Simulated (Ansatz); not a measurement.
A made-up structure of CH3FTe, closed shell:

F1  (0.157, -0.052, -1.609)
C2  (-0.025, -0.502, -0.329)
Te3  (-0.904, 0.969, 0.961)
H4  (0.938, -0.794, 0.089)
H5  (-0.710, -1.351, -0.341)
H6  (0.794, -0.618, -1.930)
(Å)

It is relaxed with PBE-D4/def2-SVP and then PBE0-D4/def2-TZVP (Ansatz 0.2.0). Atoms count as bonded within 1.22 times the sum of their covalent radii (H–H: 0.88 Å). The end point is not checked to be a true minimum.

(1) Does its bonding change? (Judge from chemistry; the calculation decides.)

## Answers

(1) By the calculation: Yes. Formed: none; broken: F1–C2.

Where it ends: The first stage lowers the energy by 3.40 eV in 69 steps. It ends as a complex of CH₂Te ([CH2][Te]) + HF:
F1  (1.304, 0.069, -2.466)
C2  (-0.497, -0.950, 0.272)
Te3  (-0.417, 0.989, 0.308)
H4  (-0.022, -1.517, -0.523)
H5  (-1.017, -1.514, 1.039)
H6  (0.899, 0.575, -1.788)
(Å)

Labels in which every atom is bracketed show which atoms are joined, not bond orders.

For scale, one of the runs: PBE0-D4/def2-TZVP relaxation, 130 basis functions, launched by `ansatz run in.yaml --threads 2 --pin off --events-out ev --progress --plain --max-ram 4352MiB`. The run took about 32 s on 2 CPU threads of an Arm Neoverse V2 (shared host).
